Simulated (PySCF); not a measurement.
# From computed data to an observable: chemical shift, span and skew from a shielding tensor

CH8FNOSi2, SMILES N[SiH2][Si@@H](O)CF. Atoms are numbered in the order given.

```xyz
14

N      2.3355    -0.4867    -1.5429
Si     0.8692    -1.0200    -0.7690
Si    -0.1216     0.6578     0.5396
O     -0.0366     2.0684    -0.3714
C     -1.9281     0.1754     0.9096
F     -1.8903    -1.1193     1.4084
H      2.3203     0.4192    -2.0015
H      3.2035    -0.6003    -1.0309
H     -0.1366    -1.4400    -1.7968
H      1.2137    -2.2017     0.0777
H      0.5703     0.8618     1.8575
H     -0.1454     2.8959     0.1061
H     -2.4262     0.8275     1.6489
H     -2.5397     0.1889    -0.0101
```

Geometry: PBE0-D3(BJ)/def2-SVP. The structure was generated by enumeration; whether it is a known compound was not checked. Other conformers were not sampled.

GIAO shieldings from HF/pcSseg-1 (PySCF), non-relativistic, no solvent. The symmetric part of the tensor of Si2 has the principal values 393.5, 426.3, 497.5 ppm. The same nucleus in TMS has σ = 393.8 ppm at this level (PySCF, at its B3LYP-D3(BJ)/def2-TZVP geometry).

Task: Work out the isotropic shielding, the ²⁹Si shift against TMS, the span and the skew.

Result: 
σ(iso) = (σ11 + σ22 + σ33)/3 = 439.1 ppm. δ = σ(ref) − σ(iso) = 393.8 − (439.1) = -45.3 ppm.
Span Ω = σ33 − σ11 = 104.0 ppm. Skew κ = 3(σ(iso) − σ22)/Ω = 0.37. Tumbling in solution averages the tensor to δ; in a static solid the shielding alone would spread this spin-1/2 line over Ω.
